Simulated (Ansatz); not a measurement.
MoH₆, SMILES [MoH6], multiplicity 1. Atoms are numbered in the order given.

```xyz
7

Mo     0.0000     0.0000     0.0000
H      0.0000    -1.8013     0.0000
H     -1.8013     0.0000     0.0000
H      1.8013     0.0000     0.0000
H      0.0000     0.0000    -1.8013
H      0.0000     0.0000     1.8013
H      0.0000     1.8013     0.0000
```
Charge 0, spin multiplicity 1.

Geometry optimised at PBE0-D3(BJ)/def2-TZVPD. The spin state was assumed, not searched. The def2 effective core potentials stand for the cores of Mo; spin–orbit coupling is left out.

Two levels are set side by side: PBE-D3(BJ)/def2-TZVPD (Ansatz, a first-principles code) and PBE0-D3(BJ)/def2-TZVPD (Ansatz). Each level has its own optimised geometry; the coordinates shown are those of the second. Differences are taken from unrounded values.

| quantity | PBE0-D3(BJ) | PBE-D3(BJ) | PBE-D3(BJ) minus PBE0-D3(BJ) |
|---|---|---|---|
| mean bond length (Å) | 1.801 | 1.820 | 0.019 |
| bond Mo1–H2 (Å) | 1.801 | 1.820 | 0.019 |
| bond Mo1–H3 (Å) | 1.801 | 1.820 | 0.019 |
| bond Mo1–H4 (Å) | 1.801 | 1.820 | 0.019 |
| bond Mo1–H5 (Å) | 1.801 | 1.820 | 0.019 |
| bond Mo1–H6 (Å) | 1.801 | 1.820 | 0.019 |
| bond Mo1–H7 (Å) | 1.801 | 1.820 | 0.019 |

Exact exchange shortens and stiffens bonds; PBE has none. Differences between two approximate levels are no errors against the true value.
